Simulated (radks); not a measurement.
Kinetic energies: the exact non-interacting value of the Kohn-Sham orbitals and orbital-free approximations, as 100 (|E| - |E exact|)/|E exact|, negative where the magnitude is too small. Species: N3+ [He] 2s2; Ca [Ar] 4s2. Method: non-relativistic Kohn-Sham, r2SCAN, spin-polarised, spherical densities, point nucleus; meta-GGA in the generalised Kohn-Sham scheme; computed with a radial shooting solver on a logarithmic mesh with Libxc functionals. Every spin shell is full or empty, so the densities are truly spherical. Functionals are evaluated on that one density, not self-consistently.

functional           N3+       Ca
exact (hartree)  51.0735  676.858
Thomas-Fermi      -10.50    -6.92
von Weizsacker     -9.95   -43.30
TF + vW           +79.56   +49.78
TF + vW/9          -0.49    -0.62
TF + vW/5          +7.52    +4.42
LC94               -0.48    +0.11
APBEK              -0.45    +0.23
revAPBEK           +0.33    +0.54
Thakkar            -0.28    -0.18
Pearson            -4.62    -1.39
LKT               +51.37   +27.98
PG1               +44.14   +22.48
DePristo-Kress     -1.83    +0.03
Ernzerhof          +1.50    -0.10
